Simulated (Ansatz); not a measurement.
Si4Ge. The state is a triplet with charge 0. Geometry B3LYP-D4/def2-SVPD, that of the charge -1 doublet; atoms count from 1.

```
atom    x (Å)    y (Å)    z (Å)
 Si1  -1.4979   0.1522  -0.6005
 Si2   0.3383   0.5580   1.4837
 Si3   1.1406  -0.7722  -0.8545
 Si4  -0.4611  -1.5084   0.7000
 Ge5   0.4801   1.5704  -0.7288
```

The structure comes from a short search, and lower isomers may exist.

Problem. Estimate the Mulliken populations from the PBE0/def2-TZVPD orbitals of Ansatz.

Solution. 
```
atom  charge (e)  spin (α − β)
 Si1        0.04          0.39
 Si2        0.01          0.31
 Si3        0.04          0.39
 Si4       -0.08          0.48
 Ge5       -0.01          0.43
```
Mulliken values and Mayer orders depend strongly on the basis. With diffuse functions, as here, like atoms can get unlike values, and bond orders can come out too low or too high.

Problem. Where does the spin sit?

Solution. Summed by element: Si 1.57, Ge 0.43, of 2 unpaired in all. Largest on single atoms: Si4 0.48, Ge5 0.43, Si1 0.39.

Problem. And the Mayer bond orders between bonded heavy atoms (over 0.3)?

Solution. Si1–Si4 0.83 (2.35 Å); Si1–Ge5 0.77 (2.44 Å); Si2–Si4 0.89 (2.35 Å); Si2–Ge5 0.84 (2.44 Å); Si3–Si4 0.83 (2.35 Å); Si3–Ge5 0.77 (2.44 Å). Values over 0.3 also appear between atoms too far apart for a bond (Si1–Si2 0.61 at 2.81 Å; Si1–Si3 0.42 at 2.81 Å; Si2–Si3 0.62 at 2.81 Å; Si4–Ge5 0.39 at 3.52 Å); they arise where an orbital or an unpaired electron spreads over both atoms.
